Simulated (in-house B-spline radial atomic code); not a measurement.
Orbital energies and mean radii along the 7-electron series, configuration 1s2 2s2 2p1/2(2) 2p3/2(1). The effective charge is n√(-2ε), a non-relativistic measure. Computed with a B-spline radial code for spherical atoms: Dirac-Hartree-Fock, jj configuration that fills j = l - 1/2 first, finite nuclei.

| ion | Z | energy of 2p3/2 (Eh) | mean radius of 2p3/2 (bohr) | energy of 2s1/2 (Eh) | mean radius of 2s1/2 (bohr) | energy of 2p1/2 (Eh) | mean radius of 2p1/2 (bohr) | effective charge of 2p3/2 |
| --- | --- | --- | --- | --- | --- | --- | --- | --- |
| Mo35+ | 42 | -176.39 | 0.12781 | -185.85 | 0.1466 | -180.48 | 0.12385 | 37.565 |
| Tc36+ | 43 | -185.97 | 0.12455 | -196.05 | 0.14274 | -190.52 | 0.12049 | 38.571 |
| Ru37+ | 44 | -195.8 | 0.12145 | -206.56 | 0.13906 | -200.86 | 0.11729 | 39.578 |
| Rh38+ | 45 | -205.89 | 0.1185 | -217.36 | 0.13555 | -211.5 | 0.11424 | 40.585 |
| Pd39+ | 46 | -216.24 | 0.11569 | -228.46 | 0.13219 | -222.43 | 0.11132 | 41.592 |
| Ag40+ | 47 | -226.84 | 0.113 | -239.87 | 0.12898 | -233.67 | 0.10854 | 42.6 |
| Cd41+ | 48 | -237.7 | 0.11043 | -251.59 | 0.12591 | -245.22 | 0.10587 | 43.607 |
| In42+ | 49 | -248.82 | 0.10797 | -263.62 | 0.12295 | -257.07 | 0.10331 | 44.616 |
| Sn43+ | 50 | -260.2 | 0.10562 | -275.96 | 0.12012 | -269.23 | 0.10085 | 45.624 |
| Sb44+ | 51 | -271.83 | 0.10336 | -288.62 | 0.1174 | -281.71 | 0.098494 | 46.633 |
| Te45+ | 52 | -283.73 | 0.1012 | -301.6 | 0.11478 | -294.51 | 0.096227 | 47.643 |
| I46+ | 53 | -295.88 | 0.099118 | -314.9 | 0.11227 | -307.63 | 0.094045 | 48.652 |

Q: How does the screening of 2p3/2 change?

A: Z less the effective charge goes from 4.44 at Z = 42 to 4.35 at Z = 53.
